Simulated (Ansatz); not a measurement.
Consider the ligand exchange at a Ge–C bond: `[CH3][GeH2][C]1=CC1` + CH₃NH₂ → `C[NH][GeH2][CH3]` + `C1=CC1`.

Isolated molecules relaxed with PBE0-D4/def2-TZVP in Ansatz; ΔE leaves out vibrations. CBS: MP2 limit from def2 TZ/QZ plus the TZ coupled-cluster correction, frozen cores. This one scheme is used for every species. DFT in def2-TZVPP. For Ge outer-core shells are correlated without core-valence functions, which leaves a few kJ/mol of doubt a bond. Scalar relativity is left out up to krypton. Each species was taken in one conformer, which may not be the lowest.

**Question.** Is it downhill or uphill in electronic energy at CCSD(T)/CBS, and by how much? (Estimate.)

**Answer.** The calculation gave: Uphill: ΔE = +7.8 kJ/mol.

**Question.** What do these levels give: r2SCAN-D4, ωB97X-V, ωB97M-V, B2PLYP, r2SCAN, PBE0, HF/def2-TZVPP, SCS-MP2/def2-TZVPP, HF/def2-QZVPP, MP2/def2-QZVPP, SCS-MP2/def2-QZVPP, MP2/CBS(def2)? (Best estimate.)

**Answer.** Computed: r2SCAN-D4 8.6, ωB97X-V 6.0, ωB97M-V 6.6, B2PLYP 8.5, r2SCAN 8.6, PBE0 10.9, HF/def2-TZVPP 5.7, SCS-MP2/def2-TZVPP 9.6, HF/def2-QZVPP 5.0, MP2/def2-QZVPP 9.8, SCS-MP2/def2-QZVPP 8.6, MP2/CBS(def2) 9.3 kJ/mol.

Largest T1 diagnostic among the species: 0.011.

In def2-TZVPP, CCSD(T) changes the Hartree–Fock value by +3.8 kJ/mol (the triples alone add +0.7 kJ/mol) and MP2 by +5.3 kJ/mol.
